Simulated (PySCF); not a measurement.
Se(SH)(OSiH3) (H4OSSeSi), SMILES [SiH3]O[Se]S. Heavy atoms are numbered as in [Se:1]([SH:2])[O:4][SiH3:5]. Hydrogens are named by the atom that carries them.

The structure is a stationary point at PBE0-D3(BJ)/def2-SVP. This is a generated structure with no PubChem entry under its InChIKey; it may be hypothetical. Other conformers were not sampled.

These are HF/def2-TZVP (PySCF) values and carry that method's errors.

ESP charges are fitted to the potential on shells at 1.4 to 2.0 van der Waals radii. Atomic charges (e), one atom of each kind:

```tsv
atom	Mulliken	IAO	ESP fit
Se1	0.28	0.46	0.11
S2 (SH)	…	-0.13	-0.17
H on S2	0.17	0.08	0.18
O4	…	-0.89	-0.35
Si5 (SiH3)	0.51	1.05	0.55
H on Si5	…	-0.18	-0.10
```

### Question
What belongs in the gaps? (The exact figures need the calculation; the answer reports its results.)

### Answer

- S2 (SH), Mulliken: -0.22
- O4, Mulliken: -0.58
- H on Si5, Mulliken: -0.05

### Question
Give the Mayer and Wiberg (Löwdin basis) orders of the bonds. (The exact figures need the calculation; the answer reports its results.)

### Answer

```csv
bond,Mayer,Wiberg
Se1–S2,1.17,1.69
Se1–O4,0.87,1.39
O4–Si5,0.96,1.53
```
